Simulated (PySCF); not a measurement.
## Two-component Hartree-Fock for Ni¹⁴⁺ (nickel, charge +14)

Start: [Ne] 3s2 3p2; 3p1/2 filled at m_j = -1/2, +1/2. Calculated with PySCF 2.14 in an uncontracted even-tempered set (19 s from 1.2 bohr⁻², ratio 2.4; 13 p from 1.5 bohr⁻², ratio 2.4; 5 d from 6.6 bohr⁻², ratio 2.6; 4 f from 9.9 bohr⁻², ratio 2.6): generalised Hartree-Fock with the X2C-1e Hamiltonian and a Gaussian nucleus; one run each with spin-orbit coupling (SO) switched off, then screened by Boettger's factors.

```json
{"spinor shell": "1s1/2", "electrons": "2", "ε, spin-free (eV)": "-8866.0", "ε, screened SO (eV)": "-8865.6", "weight of nominal j (screened SO)": "1.000", "rms radius, screened SO (bohr)": "0.0624"}
{"spinor shell": "2s1/2", "electrons": "2", "ε, spin-free (eV)": "-1500.7", "ε, screened SO (eV)": "-1500.4", "weight of nominal j (screened SO)": "1.000", "rms radius, screened SO (bohr)": "0.261"}
{"spinor shell": "2p1/2", "electrons": "2", "ε, spin-free (eV)": "-1350.8", "ε, screened SO (eV)": "-1364.8", "weight of nominal j (screened SO)": "0.983", "rms radius, screened SO (bohr)": "0.232"}
{"spinor shell": "2p3/2", "electrons": "4", "ε, spin-free (eV)": "-1350.8", "ε, screened SO (eV)": "-1343.7", "weight of nominal j (screened SO)": "0.991", "rms radius, screened SO (bohr)": "0.236"}
{"spinor shell": "3s1/2", "electrons": "2", "ε, spin-free (eV)": "-498.72", "ε, screened SO (eV)": "-498.63", "weight of nominal j (screened SO)": "1.000", "rms radius, screened SO (bohr)": "0.677"}
{"spinor shell": "3p1/2", "electrons": "2", "ε, spin-free (eV)": "-460.86", "ε, screened SO (eV)": "-461.40", "weight of nominal j (screened SO)": "0.719", "rms radius, screened SO (bohr)": "0.674"}
```

```
   quantity    spin-free  screened SO
E (hartree)  -1428.08182  -1428.18379
        M_J            0            0
       ⟨J²⟩        2.002        1.069
       ⟨L²⟩        2.002        1.886
       ⟨S²⟩        2.001        1.866
```

The determinant has a definite M_J but mixes levels of different J.

Each row is a mean over spinors that exchange with the open shell spreads, by up to 15.007 eV (3s1/2).

Rows whose weight is well below 1 are mixtures of j = l ± 1/2: exchange outweighs spin-orbit coupling there, and the label is only the starting occupation.

Without spin-orbit coupling the j labels of p, d and f shells carry no meaning; the spin-free column gives the mean over the occupied spinors of each nl shell.
